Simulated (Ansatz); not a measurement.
Reaction (ligand exchange at the Si–C bond): `O[SiH2]/C=C/[SiH3]` + `O[SiH2][SiH3]` → `O[SiH2]O[SiH2][SiH3]` + `C=C[SiH3]`

Isolated molecules relaxed with PBE0-D4/def2-TZVP in Ansatz; ΔE leaves out vibrations. CCSD(T)/CBS is the MP2 limit (def2-TZVPP, def2-QZVPP) plus CCSD(T) − MP2 in def2-TZVPP, frozen cores. Functionals use def2-TZVPP. B3LYP here is the variant with VWN-RPA as its local correlation; programs differ in this. One conformer a species, not always the lowest.

`O[SiH2]/C=C/[SiH3]`:

```xyz
13

O     2.706    0.130    0.374
Si    1.516   -0.172    1.474
C    -0.164   -0.134    0.672
C    -0.355    0.216   -0.604
Si   -2.025    0.257   -1.429
H     2.946   -0.579   -0.223
H     1.629    0.891    2.503
H     1.708   -1.501    2.121
H    -1.032   -0.413    1.272
H     0.519    0.501   -1.192
H    -2.053   -0.656   -2.604
H    -2.338    1.628   -1.917
H    -3.058   -0.168   -0.448
```

`O[SiH2][SiH3]`:

Z-matrix (Å, degrees):
```
Si
Si 1 2.347
O 1 1.654 2 112.4
H 1 1.484 2 110.6 3 117.6
H 1 1.493 2 108.5 3 -123.5
H 2 1.489 1 110.0 3 177.8
H 2 1.491 1 110.1 3 58.6
H 2 1.488 1 111.4 3 -61.5
H 3 0.958 1 117.6 2 -58.8
```

`O[SiH2]O[SiH2][SiH3]`:

Cartesian coordinates in Å:
```
O 0.152 -1.612 2.198
Si -0.577 -0.186 1.853
O 0.356 0.778 0.924
Si 0.962 0.936 -0.597
Si -0.412 -0.097 -2.194
H 0.891 -1.609 2.807
H -1.805 -0.556 1.114
H -0.861 0.580 3.089
H 2.325 0.337 -0.646
H 1.087 2.388 -0.889
H 0.201 0.075 -3.540
H -1.768 0.516 -2.206
H -0.549 -1.551 -1.913
```

`C=C[SiH3]`:

```xyz
9

C    -0.163   -0.837   -1.288
C     0.403    0.145   -0.591
Si   -0.053    0.536    1.168
H    -0.933   -1.471   -0.858
H     0.116   -1.053   -2.316
H     1.170    0.745   -1.080
H     1.129    0.407    2.063
H    -1.113   -0.406    1.614
H    -0.554    1.933    1.287
```

Is it downhill or uphill in electronic energy at CCSD(T)/CBS, and by how much? (An estimate is asked.)

Ansatz gave: Downhill: ΔE = -128.2 kJ/mol.

What do these levels give: B3LYP-D4, ωB97X-V, PBE0, B3LYP, CCSD/def2-TZVPP, SCS-MP2/def2-QZVPP? (Estimate.)

The calculation gave: B3LYP-D4 -129.2, ωB97X-V -127.0, PBE0 -117.6, B3LYP -127.1, CCSD/def2-TZVPP -131.2, SCS-MP2/def2-QZVPP -132.3 kJ/mol.

Largest T1 diagnostic among the species: 0.012.

From PBE to PBE0 (25 % exact exchange), in def2-TZVPP and without D4, ΔE moves by −6.5 kJ/mol. In def2-TZVPP, CCSD(T) changes the Hartree–Fock value by +17.4 kJ/mol (the triples alone add +2.9 kJ/mol) and MP2 by +17.1 kJ/mol.
